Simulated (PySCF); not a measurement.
H2OSZn, singlet, geometry from GFN2-xTB (such geometries of metal compounds can be far from the true shape); BHANDHLYP/6-31G, TDDFT (PySCF).

Input for PySCF:
```python
from pyscf import gto, scf, dft, tdscf

mol = gto.M(
    atom='''
Zn    0.272332   -0.331488    0.202186
O     1.348259   -1.282831   -0.747250
H     1.939243   -1.972279   -0.454418
S    -1.207238    1.296560   -0.052590
H    -1.579473    1.434602    1.208279
''',
    basis='6-31g',
    charge=0,
    spin=0,
    verbose=4,
)

mf = dft.RKS(mol)
mf.xc = 'bhandhlyp'
mf.kernel()
td = mf.TDDFT()
td.nstates = 5
td.kernel()
td.analyze()
```

Output, abridged:

```
PySCF version 2.14.0

[INPUT] verbose = 4
[INPUT] num. atoms = 5
[INPUT] num. electrons = 56
[INPUT] charge = 0
[INPUT] spin (= nelec alpha-beta = 2S) = 0
[INPUT] symmetry False subgroup None
[INPUT] Mole.unit = angstrom
[INPUT] Symbol           X                Y                Z      unit          X                Y                Z       unit  Magmom
[INPUT]  1 Zn     0.272332000000  -0.331488000000   0.202186000000 AA    0.514632894955  -0.626421533580   0.382076166221 Bohr   0.0
[INPUT]  2 O      1.348259000000  -1.282831000000  -0.747250000000 AA    2.547840254980  -2.424199254102  -1.412097846581 Bohr   0.0
[INPUT]  3 H      1.939243000000  -1.972279000000  -0.454418000000 AA    3.664638158980  -3.727067151231  -0.858725566073 Bohr   0.0
[INPUT]  4 S     -1.207238000000   1.296560000000  -0.052590000000 AA   -2.281349187168   2.450143304066  -0.099380696891 Bohr   0.0
[INPUT]  5 H     -1.579473000000   1.434602000000   1.208279000000 AA   -2.984771391145   2.711004877753   2.283316392063 Bohr   0.0

nuclear repulsion = 232.847724447292
number of shells = 27
number of NR pGTOs = 166
number of NR cGTOs = 53
basis = 6-31g
ecp = {}

******** <class 'pyscf.dft.rks.RKS'> ********
method = RKS
initial guess = minao
damping factor = 0
level_shift factor = 0
DIIS = <class 'pyscf.scf.diis.CDIIS'>
diis_start_cycle = 1
diis_space = 8
diis_damp = 0
SCF conv_tol = 1e-09
SCF conv_tol_grad = None
SCF max_cycles = 50
direct_scf = True
direct_scf_tol = 1e-13
XC library pyscf.dft.libxc version 7.1.2
    S. Lehtola, C. Steigemann, M. J. T. Oliveira, and M. A. L. Marques,  SoftwareX 7, 1–5 (2018)
XC functionals = bhandhlyp
    A. D. Becke,  J. Chem. Phys. 98, 1372 (1993)
    Defined through Gaussian implementation.
radial grids:
    Treutler-Ahlrichs [JCP 102, 346 (1995); DOI:10.1063/1.469408] (M4) radial grids

becke partition: Becke, JCP 88, 2547 (1988); DOI:10.1063/1.454033
pruning grids: <function nwchem_prune>
grids dens level: 3
symmetrized grids: False
atomic radii adjust function: <function treutler_atomic_radii_adjust>
small_rho_cutoff = 0
Set gradient conv threshold to 3.16228e-05
Initial guess from minao.
tot grids = 73224
init E= -2253.33013164917
  HOMO = -0.320819134575628  LUMO = -0.0990116569860913  gap/eV = 6.03569
cycle= 1 E= -2253.44712476595  delta_E= -0.117  |g|= 0.737  |ddm|= 2.05
  HOMO = -0.18406095428005  LUMO = -0.0422794244837386  gap/eV = 3.85807
cycle= 2 E= -2253.27280527213  delta_E= 0.174  |g|= 1.18  |ddm|= 1.41
  HOMO = -0.2860887921603  LUMO = -0.0560827698197488  gap/eV = 6.25878
cycle= 3 E= -2253.57177312031  delta_E= -0.299  |g|= 0.0892  |ddm|= 0.827
  HOMO = -0.313909333940913  LUMO = -0.0520891606718985  gap/eV = 7.12449
cycle= 4 E= -2253.57378008982  delta_E= -0.00201  |g|= 0.0382  |ddm|= 0.165
  HOMO = -0.303608656939229  LUMO = -0.0512788427369757  gap/eV = 6.86624
cycle= 5 E= -2253.57429625491  delta_E= -0.000516  |g|= 0.00535  |ddm|= 0.0604
  HOMO = -0.303291049823072  LUMO = -0.0508559861894926  gap/eV = 6.86911
cycle= 6 E= -2253.57430087097  delta_E= -4.62e-06  |g|= 0.00372  |ddm|= 0.00613
  HOMO = -0.303247826660904  LUMO = -0.0508448601540712  gap/eV = 6.86823
cycle= 7 E= -2253.57430256389  delta_E= -1.69e-06  |g|= 0.00035  |ddm|= 0.00269
  HOMO = -0.303215004882593  LUMO = -0.0508801421409522  gap/eV = 6.86638
cycle= 8 E= -2253.57430262519  delta_E= -6.13e-08  |g|= 6.91e-05  |ddm|= 0.000889
  HOMO = -0.303222791084126  LUMO = -0.0508779508057216  gap/eV = 6.86665
cycle= 9 E= -2253.57430262789  delta_E= -2.7e-09  |g|= 8.91e-06  |ddm|= 0.000165
  HOMO = -0.303222212260403  LUMO = -0.0508785359616635  gap/eV = 6.86662
cycle= 10 E= -2253.57430262797  delta_E= -7.55e-11  |g|= 2.47e-06  |ddm|= 2.53e-05
  HOMO = -0.303222031952157  LUMO = -0.0508783106682751  gap/eV = 6.86662
Extra cycle  E= -2253.57430262796  delta_E= 7.28e-12  |g|= 2.83e-06  |ddm|= 4.68e-06
converged SCF energy = -2253.57430262796

******** <class 'pyscf.tdscf.rks.TDDFT'> for <class 'pyscf.dft.rks.RKS'> ********
nstates = 5 singlet
deg_eia_thresh = 1.000e-03
wfnsym = None
conv_tol = 1e-05
eigh lindep = 1e-12
eigh level_shift = 0
eigh max_cycle = 100

Excitation energies (eV)
[4.07844807 5.30774427 5.85016464 6.46192932 6.76051666]

** Singlet excitation energies and oscillator strengths **
Excited State   1:      4.07845 eV    304.00 nm  f=0.0104
      28 -> 29        0.69542
Excited State   2:      5.30774 eV    233.59 nm  f=0.0318
      26 -> 29        0.69097
Excited State   3:      5.85016 eV    211.93 nm  f=0.1415
      25 -> 29       -0.19166
      26 -> 30        0.10176
      27 -> 29       -0.61036
      28 -> 30       -0.26649
Excited State   4:      6.46193 eV    191.87 nm  f=0.1735
      25 -> 29        0.63143
      26 -> 30       -0.17711
      27 -> 29       -0.16688
      28 -> 30       -0.15454
Excited State   5:      6.76052 eV    183.39 nm  f=0.0127
      28 -> 31        0.65911
      28 -> 33       -0.23126

** Transition electric dipole moments (AU) **
state          X           Y           Z        Dip. S.      Osc.
  1         0.2324      0.2182      0.0447      0.1036      0.0104
  2         0.3568      0.3351      0.0687      0.2443      0.0318
  3         0.6786     -0.7256      0.0138      0.9872      0.1415
  4         0.1274     -0.3371      0.9828      1.0957      0.1735
  5        -0.2001     -0.1879     -0.0385      0.0768      0.0127

** Transition velocity dipole moments (imaginary part, AU) **
state          X           Y           Z        Dip. S.      Osc.
  1         0.0311      0.0292      0.0060      0.0019      0.0083
  2         0.0711      0.0668      0.0137      0.0097      0.0332
  3         0.1454     -0.1516     -0.0156      0.0444      0.1376
  4         0.0331     -0.0828      0.2316      0.0616      0.1728
  5        -0.0677     -0.0635     -0.0130      0.0088      0.0236

** Transition magnetic dipole moments (imaginary part, AU) **
state          X           Y           Z
  1        -0.0193      0.0113      0.0450
  2         0.0302      0.0174     -0.2417
  3        -0.4866     -0.4569     -0.0936
  4         0.2287      0.2148      0.0440
  5        -0.2388      0.3567     -0.4997
```
